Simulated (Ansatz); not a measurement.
Consider the ligand exchange at the In–Br bond: `[NH2][In]([Cl])[Br]` + HCl → `[NH2][In]([Cl])[Cl]` + HBr.

Gas-phase electronic energies from Ansatz, PBE0-D4/def2-TZVP geometries. CBS: MP2 limit from def2 TZ/QZ plus the TZ coupled-cluster correction, frozen cores. This one scheme is used for every species. Functionals use def2-TZVPP. B3LYP here is the variant with VWN-RPA as its local correlation; programs differ in this. Elements past krypton have def2 core potentials. For Br, In outer-core shells are correlated without core-valence functions, which leaves a few kJ/mol of doubt a bond. Scalar relativity is left out up to krypton. Each species was taken in one conformer, which may not be the lowest.

```tsv
level	ΔE (kJ/mol)	difference from CCSD(T)/CBS
BLYP-D4	17.0	-4.0
r2SCAN0-D4	20.0	-1.0
BHLYP-D4	20.5	-0.5
B2PLYP	18.6	-2.4
B3LYP	17.6	-3.4
r2SCAN0	19.8	-1.2
CAM-B3LYP	16.6	-4.4
CCSD/def2-SVP	16.6	-4.4
CCSD(T)/def2-SVP	16.5	-4.5
HF/CBS(def2)	19.6	-1.4
CCSD(T)/CBS	21.0	0
```

Largest T1 diagnostic among the species: 0.013.

Leaving LDA and LC-ωPBE aside and taking each functional with its dispersion term where it has one, the values, not all of them listed here, spread over 6.1 kJ/mol, from B97M-V to PBE-QIDH. At CCSD(T), def2-SVP lies −4.5 kJ/mol from the extrapolated value and def2-TZVPP −1.8 kJ/mol.

CCSD(T)/CBS has its own doubt, a few kJ/mol and more with outer-core shells, so smaller differences from it don't rank the levels.
